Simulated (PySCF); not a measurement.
**Which determinant of InI lies lowest?**

Unrestricted PBE0; PySCF, spin-free X2C with a Gaussian nucleus, basis sets In x2c-TZVPPall, I x2c-TZVPPall. Outer shells of the fragments: In 4d10 5s2 5p1; I 4d10 5s2 5p5.

Followed along the bond (rough minima from three points):

```
2Ms+1  unpaired  ⟨S²⟩ at the start  R at minimum (Å)  Te (eV)
    1      none               0.00              2.78     0.00
    3  σ ↑, π ↑               2.01              2.74     3.02
```

Solutions found at the starting distance of 2.700 Å, counted from the lowest of them; the search is not exhaustive and high or unbound solutions are not listed, so other states can lie among these:

```tsv
2Ms+1	unpaired	term	E (eV)	⟨S²⟩	⟨Lz²⟩	μ (D)
1	none	¹Σ⁺	0.00	0.00	0.00	-2.87
3	σ ↑, π ↑	³Π	3.00	2.01	1.00	-1.23
1	σ ↑, π ↓	mixed	3.37	1.01	1.01	-0.76
3	π ↑↑	mixed	4.33	2.01	2.01	3.09
3	π ↑↑	mixed	4.48	2.01	2.02	3.18
3	σ ↑↑	³Σ⁺	4.85	2.00	0.00	-0.16
3	σ ↑, π ↑	³Π	6.11	2.01	1.01	3.83
```

A term symbol is given only where ⟨S²⟩ and ⟨Lz²⟩ are close to those of a pure state; real π, δ and φ orbitals otherwise mix terms. A positive dipole means In(−)I(+).

Spin–orbit coupling is left out. Counting both spins, an empty level lies below a filled one in some of these solutions, because spin and occupation are held.
